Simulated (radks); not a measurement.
Results of a calculation; reference values are marked as such.
Valence configurations of Gd II (all share [Xe]). Code: a radial shooting solver on a logarithmic mesh with Libxc functionals. Model: scalar-relativistic Kohn-Sham, LDA (Slater exchange, Perdew-Wang correlation), spin-polarised, spherical densities, finite nucleus; open shells are filled with parallel spins first (spin-orbit coupling, left out, can overturn this in heavy ions); Fermi nuclear charge, rms radius 5.1569 fm. Energies are relative to 4f7 5d1 6s1; eigenvalues in eV for spin up.

valence              E (eV)  moment (Bohr magnetons)    e(4f)    e(5d)   e(6p)    e(6s)
4f7 5d1 6s1           0.000                        9  -16.986   -9.211       -  -10.001
4f6 5d1 6s1 6p1      15.153                        9  -27.470  -13.174  -7.802  -12.203
4f5 5d1 6s1 6p2      39.843                        9  -38.985  -17.383  -9.211  -14.263
4f7 5d0.5 6s1 6p0.5   1.629                        9  -18.739  -10.396  -6.873  -10.808
4f6.5 5d1 6s1.5       5.067                        8  -21.540  -10.623       -  -10.620
4f8 5d0.5 6p0.5       1.733                        7  -10.557   -7.560  -5.812        -
4f7 5d1 6p1           3.802                        9  -18.225  -10.147  -6.852        -
4f8 5d1               0.940                        7   -9.074   -6.508       -        -
4f7 6s1 6p1           3.535                        9  -20.533        -  -7.477  -11.582
4f5.5 5d1.5 6s1 6p1  23.048                        9  -31.154  -13.954  -7.940  -12.473

NIST lists [Xe] 4f7 5d1 6s1 as the ground configuration; this level of theory agrees among the configurations tried. The energies are those of spherical high-spin densities, not of single terms.
